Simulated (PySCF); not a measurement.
# C₆ coefficients of unlike pairs at PBE

Calculated with PySCF 2.14 from the dipole response of each species, C₆(A,B) = (3/π) ∫ α_A(iu) α_B(iu) du, in atomic units, from isotropic polarisabilities. For ions this is the dispersion term alone; charge-induced terms of lower order in 1/R come first.

| species | configuration | basis | relativity | α (bohr³) | C₆ (like pair) |
| --- | --- | --- | --- | --- | --- |
| Os⁺ | [Xe] 4f14 5d6 6s1 (6D) | def2-TZVPPD with the def2 core potential (60 electrons) (6s5p3d2f1g) | core potential | 24.19 | 189.5 |
| Br²⁺ | [Ar] 3d10 4s2 4p3 (4S) | def2-TZVPPD (7s6p5d1f) | none | 8.439 | 40.14 |
| Cr²⁺ | [Ar] 3d4 (5D) | dyall-av2z (16s12p7d2f) | none | 4.453 | 13.16 |
| C³⁺ | [He] 2s1 (2S) | dyall-av3z (15s9p3d2f) | spin-free X2C | 3.087 | 2.435 |

Q: Estimate C₆ for Cr²⁺ with Os⁺.

A: The integral gives 47.82. The combination rule 2 C_A C_B / (C_A α_B/α_A + C_B α_A/α_B) gives 46.89 and the geometric mean 49.94.

No spin-orbit coupling is included.

The other pairs:

| pair | C₆ |
| --- | --- |
| C³⁺, Cr²⁺ | 5.038 |
| Cr²⁺, Br²⁺ | 22.51 |
| Br²⁺, Os⁺ | 85.70 |
| C³⁺, Br²⁺ | 9.288 |
| C³⁺, Os⁺ | 21.10 |
